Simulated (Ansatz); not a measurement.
Born–Oppenheimer molecular dynamics of F₃H₅SSi₂ (11 atoms, charge 0, multiplicity 1). It starts from a rough guess of a transition structure, not a stationary point.

All numbers below come from UKS PBE0/STO-3G in Ansatz.

```json
{
 "ensemble": "NVE (velocity Verlet)",
 "time step": "0.5 fs",
 "steps asked": "150",
 "starting velocities drawn for": "300 K",
 "seed": "205841"
}
```

Frames 0.5 fs apart, positions in Å, forces in eV/Å.

Velocities at 0.0 fs (Å/ps):

```
Si -1.88 -4.68 -2.59
Si 2.18 2.89 1.93
F -0.55 -0.15 -2.52
F -0.94 4.85 0.61
F 2.00 -1.60 5.02
H 14.50 -25.47 9.25
S -0.47 1.44 -1.10
H 5.11 5.08 12.44
H -20.26 -12.58 -0.22
H -27.99 -20.38 -19.70
H 25.69 -0.94 -6.91
```

```xyz
11
Properties=species:S:1:pos:R:3:forces:R:3 time_fs=0.0 energy_less_start_eV=0.000 T=300
Si -0.882 1.075 -0.198 -1.18 2.33 0.08
Si 0.447 -1.004 0.640 1.88 -3.12 0.59
F -1.624 0.005 -1.095 -0.58 -1.93 -1.24
F -1.973 1.278 0.947 -0.92 0.35 1.31
F -0.939 2.383 -1.092 0.20 1.59 -0.88
H 0.384 0.866 0.441 -0.90 2.20 2.31
S 1.379 0.188 -0.907 1.59 -0.50 -2.08
H -0.466 -0.776 1.771 0.18 0.44 -0.65
H -0.205 -2.039 -0.149 0.27 -0.37 0.47
H 1.674 -1.398 1.329 -0.50 -0.65 -0.04
H 2.204 -0.579 -1.687 -0.05 -0.34 0.12
11
Properties=species:S:1:pos:R:3:forces:R:3 time_fs=0.5 energy_less_start_eV=0.010 T=292
Si -0.883 1.073 -0.199 -0.99 2.32 0.27
Si 0.448 -1.003 0.641 1.41 -3.23 0.36
F -1.624 0.005 -1.097 -0.63 -1.96 -1.27
F -1.973 1.281 0.947 -0.88 0.33 1.26
F -0.938 2.382 -1.090 0.21 1.62 -0.90
H 0.390 0.856 0.449 -1.09 2.24 2.20
S 1.379 0.188 -0.908 1.78 -0.69 -2.22
H -0.463 -0.773 1.777 0.22 0.41 -0.69
H -0.214 -2.046 -0.148 0.38 -0.15 0.59
H 1.659 -1.409 1.319 -0.17 -0.73 0.13
H 2.217 -0.580 -1.690 -0.23 -0.16 0.26
11
Properties=species:S:1:pos:R:3:forces:R:3 time_fs=1.0 energy_less_start_eV=-0.001 T=301
Si -0.884 1.071 -0.200 -0.81 2.30 0.45
Si 0.449 -1.002 0.642 0.95 -3.30 0.12
F -1.625 0.004 -1.098 -0.67 -1.98 -1.30
F -1.974 1.283 0.948 -0.84 0.31 1.21
F -0.937 2.382 -1.088 0.22 1.64 -0.92
H 0.394 0.852 0.462 -1.23 2.24 2.05
S 1.379 0.189 -0.909 1.93 -0.84 -2.29
H -0.459 -0.769 1.780 0.24 0.37 -0.70
H -0.223 -2.053 -0.146 0.48 0.04 0.68
H 1.644 -1.421 1.309 0.16 -0.80 0.30
H 2.229 -0.581 -1.693 -0.42 0.00 0.39
11
Properties=species:S:1:pos:R:3:forces:R:3 time_fs=1.5 energy_less_start_eV=-0.033 T=328
Si -0.885 1.069 -0.201 -0.66 2.29 0.63
Si 0.450 -1.001 0.643 0.54 -3.32 -0.11
F -1.625 0.004 -1.100 -0.69 -1.99 -1.31
F -1.975 1.286 0.948 -0.80 0.29 1.14
F -0.936 2.382 -1.085 0.22 1.66 -0.95
H 0.394 0.852 0.479 -1.32 2.20 1.86
S 1.379 0.190 -0.910 2.02 -0.93 -2.28
H -0.456 -0.764 1.783 0.25 0.34 -0.69
H -0.231 -2.060 -0.143 0.55 0.21 0.75
H 1.630 -1.436 1.300 0.48 -0.88 0.46
H 2.240 -0.582 -1.695 -0.59 0.12 0.50
11
Properties=species:S:1:pos:R:3:forces:R:3 time_fs=2.0 energy_less_start_eV=-0.087 T=375
Si -0.886 1.067 -0.203 -0.52 2.29 0.81
Si 0.452 -1.000 0.644 0.22 -3.31 -0.32
F -1.625 0.003 -1.102 -0.70 -1.99 -1.31
F -1.976 1.288 0.949 -0.78 0.26 1.07
F -0.935 2.382 -1.083 0.22 1.67 -0.97
H 0.392 0.858 0.501 -1.37 2.12 1.63
S 1.379 0.190 -0.911 2.07 -0.96 -2.21
H -0.451 -0.758 1.783 0.23 0.32 -0.66
H -0.238 -2.066 -0.138 0.61 0.35 0.78
H 1.616 -1.453 1.293 0.75 -0.95 0.59
H 2.250 -0.583 -1.695 -0.74 0.21 0.58
11
Properties=species:S:1:pos:R:3:forces:R:3 time_fs=2.5 energy_less_start_eV=-0.164 T=441
Si -0.887 1.066 -0.204 -0.41 2.29 0.98
Si 0.453 -1.000 0.645 0.01 -3.28 -0.49
F -1.626 0.001 -1.104 -0.70 -1.98 -1.30
F -1.976 1.291 0.950 -0.76 0.23 1.00
F -0.934 2.382 -1.081 0.23 1.68 -0.99
H 0.386 0.869 0.527 -1.37 2.01 1.36
S 1.380 0.191 -0.912 2.06 -0.95 -2.06
H -0.446 -0.752 1.782 0.21 0.29 -0.60
H -0.242 -2.072 -0.130 0.64 0.45 0.79
H 1.605 -1.472 1.286 0.96 -0.99 0.69
H 2.258 -0.584 -1.695 -0.86 0.26 0.63
11
Properties=species:S:1:pos:R:3:forces:R:3 time_fs=3.0 energy_less_start_eV=-0.261 T=524
Si -0.889 1.065 -0.205 -0.32 2.30 1.16
Si 0.455 -1.000 0.646 -0.06 -3.24 -0.61
F -1.627 0.000 -1.106 -0.69 -1.96 -1.28
F -1.977 1.294 0.951 -0.76 0.20 0.92
F -0.933 2.382 -1.079 0.23 1.67 -1.02
H 0.377 0.885 0.556 -1.34 1.86 1.07
S 1.380 0.191 -0.914 2.00 -0.88 -1.86
H -0.441 -0.745 1.780 0.17 0.27 -0.52
H -0.246 -2.076 -0.121 0.64 0.51 0.76
H 1.595 -1.493 1.282 1.08 -0.99 0.74
H 2.264 -0.584 -1.692 -0.94 0.26 0.66
11
Properties=species:S:1:pos:R:3:forces:R:3 time_fs=3.5 energy_less_start_eV=-0.374 T=621
Si -0.890 1.064 -0.206 -0.25 2.31 1.34
Si 0.456 -1.001 0.647 0.01 -3.21 -0.66
F -1.628 -0.002 -1.108 -0.66 -1.92 -1.25
F -1.979 1.296 0.953 -0.76 0.16 0.83
F -0.931 2.383 -1.078 0.23 1.66 -1.04
H 0.364 0.905 0.588 -1.28 1.70 0.75
S 1.381 0.191 -0.915 1.88 -0.77 -1.61
H -0.435 -0.737 1.776 0.12 0.25 -0.43
H -0.248 -2.080 -0.111 0.61 0.53 0.70
H 1.589 -1.517 1.279 1.09 -0.95 0.73
H 2.268 -0.583 -1.688 -0.98 0.23 0.65
11
Properties=species:S:1:pos:R:3:forces:R:3 time_fs=4.0 energy_less_start_eV=-0.496 T=726
Si -0.891 1.063 -0.206 -0.21 2.34 1.52
Si 0.458 -1.002 0.648 0.22 -3.20 -0.65
F -1.629 -0.004 -1.111 -0.63 -1.88 -1.21
F -1.980 1.299 0.954 -0.78 0.13 0.74
F -0.930 2.384 -1.076 0.23 1.65 -1.07
H 0.349 0.929 0.621 -1.19 1.53 0.43
S 1.382 0.191 -0.917 1.72 -0.62 -1.33
H -0.428 -0.728 1.771 0.06 0.24 -0.32
H -0.248 -2.082 -0.098 0.56 0.52 0.61
H 1.584 -1.543 1.277 1.00 -0.85 0.66
H 2.269 -0.582 -1.683 -0.98 0.15 0.60
11
Properties=species:S:1:pos:R:3:forces:R:3 time_fs=4.5 energy_less_start_eV=-0.618 T=830
Si -0.893 1.062 -0.207 -0.18 2.37 1.70
Si 0.459 -1.002 0.649 0.54 -3.20 -0.57
F -1.630 -0.006 -1.113 -0.58 -1.82 -1.16
F -1.981 1.302 0.955 -0.81 0.09 0.65
F -0.929 2.384 -1.075 0.23 1.62 -1.09
H 0.331 0.957 0.656 -1.08 1.35 0.11
S 1.383 0.192 -0.919 1.51 -0.44 -1.00
H -0.422 -0.719 1.765 0.00 0.23 -0.20
H -0.247 -2.083 -0.084 0.47 0.47 0.49
H 1.583 -1.571 1.278 0.83 -0.70 0.54
H 2.268 -0.580 -1.676 -0.93 0.03 0.52
11
Properties=species:S:1:pos:R:3:forces:R:3 time_fs=5.0 energy_less_start_eV=-0.729 T=925
Si -0.894 1.062 -0.208 -0.17 2.41 1.88
Si 0.461 -1.004 0.650 0.95 -3.22 -0.46
F -1.631 -0.008 -1.116 -0.53 -1.75 -1.10
F -1.983 1.304 0.957 -0.86 0.05 0.56
F -0.928 2.386 -1.073 0.23 1.59 -1.12
H 0.310 0.989 0.691 -0.94 1.17 -0.20
S 1.384 0.192 -0.921 1.25 -0.23 -0.66
H -0.416 -0.710 1.759 -0.06 0.23 -0.07
H -0.245 -2.082 -0.069 0.37 0.38 0.35
H 1.583 -1.601 1.280 0.59 -0.51 0.40
H 2.265 -0.578 -1.668 -0.82 -0.13 0.42
11
Properties=species:S:1:pos:R:3:forces:R:3 time_fs=5.5 energy_less_start_eV=-0.820 T=1003
Si -0.895 1.062 -0.208 -0.19 2.45 2.06
Si 0.462 -1.005 0.650 1.42 -3.24 -0.30
F -1.632 -0.011 -1.119 -0.46 -1.67 -1.03
F -1.984 1.307 0.958 -0.93 0.01 0.47
F -0.926 2.387 -1.072 0.22 1.55 -1.14
H 0.287 1.023 0.725 -0.78 0.99 -0.50
S 1.385 0.192 -0.923 0.96 0.01 -0.30
H -0.410 -0.700 1.753 -0.12 0.23 0.04
H -0.243 -2.081 -0.053 0.24 0.26 0.19
H 1.584 -1.632 1.282 0.32 -0.28 0.23
H 2.260 -0.577 -1.659 -0.68 -0.31 0.28
```

Of the whole run (75 fs, mean temperature of the second half 2631 K): The conserved energy stayed within 0.26 meV per atom of its start (net change -0.06 meV per atom), so the integration is sound. The system heated up, since it started high on the potential surface and ran downhill. A run of 0.075 ps of so small a system gives no equilibrium averages. The orbitals stay closed-shell, which can raise the energy where a bond breaks towards radicals; this wasn't checked here. Limits of this set-up: minimal basis.

Time of the run: 13 min on 1 thread of AMD EPYC 7R43 64-Core Processor (Zen 3) (shared host), peak memory 0.21 GiB.
